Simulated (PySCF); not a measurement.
Assignment exercise: C$_{6}$H$_{12}$OSi$_{2}$

Bonds (- single, = double, # triple, : aromatic): C1-C2, C2-C3, C3=C4, C4-C5, C5-C6, C6=O7, C4-Si8, Si8-Si9, Si9-C3. C1 carries H10, H11, H12; C2 carries H13, H14; C5 carries H15, H16; C6 carries H17; Si8 carries H18, H19; Si9 carries H20, H21.

No relativistic terms, rapidly exchanging positions averaged, a single conformation, no solvent model. NMR shieldings at PBE0/pcSseg-1/GIAO; structure optimised with GFN2-xTB; PySCF 2.14.

δ = σ(ref) − σ, references computed at the same level: ¹³C (186.93 ppm) and ¹H (31.72 ppm) against TMS.

**Question.** Assign these signals to the numbered atoms. ¹³C{¹H} NMR (computed): δ 197.7 (CH), 189.9 (C), 156.9 (C), 54.3 (CH2), 28.7 (CH2), 16.1 (CH3).

**Answer.** 
| δ (ppm) | atoms | environment | reason |
| --- | --- | --- | --- |
| 197.7 | C6 | aldehyde carbonyl carbon | the double bond to the heteroatom, with no lone-pair donor beside it, deshields it most |
| 189.9 | C3 | fully substituted alkene carbon | – |
| 156.9 | C4 | fully substituted alkene carbon | an sp2 carbon of a C=C bond |
| 54.3 | C5 | sp3 CH2 α to a carbonyl | α to the electron-withdrawing carbonyl group |
| 28.7 | C2 | allylic sp3 CH2 | aliphatic region, no heteroatom directly attached |
| 16.1 | C1 | methyl carbon | aliphatic region, no heteroatom directly attached |

**Question.** Assign these signals to the numbered atoms. ¹H NMR (500 MHz, computed): δ 9.87 (t, 1H), 4.78 (m, 2H), 4.71 (m, 2H), 3.43 (d, 2H), 2.58 (q, 2H), 1.18 (t, 3H).

**Answer.** 
9.87 → H17, hydrogen on an aldehyde carbonyl carbon: the formyl region, downfield of aromatic protons
4.78 → H20/H21, hydrogen on a silicon bonded to C, Si, in a 4-membered ring
4.71 → H18/H19, hydrogen on a silicon bonded to C, Si, in a 4-membered ring
3.43 → H15/H16, hydrogen on an sp3 CH2 α to a carbonyl
2.58 → H13/H14, hydrogen on an allylic sp3 CH2: allylic position
1.18 → H10/H11/H12, hydrogen on a methyl carbon

H20/H21 and H18/H19 lie closer than the usual error of such a calculation, so a measured spectrum could show them in the other order.

Shifts are as computed. Against solution values, carbons near 30 ppm lie about +3 ppm off and those near 130 ppm about +5 ppm. Of 1309 compounds with measured shifts, 239 miss one by over three times the rms of a fit or turn the order of signals round; such compounds aren't used in these exercises. No couplings were computed; multiplicities are counted from neighbouring protons, with m where these are inequivalent, close in shift, in a saturated or five-membered ring or joined by F or P, and br s for small geminal =CH2 splittings.
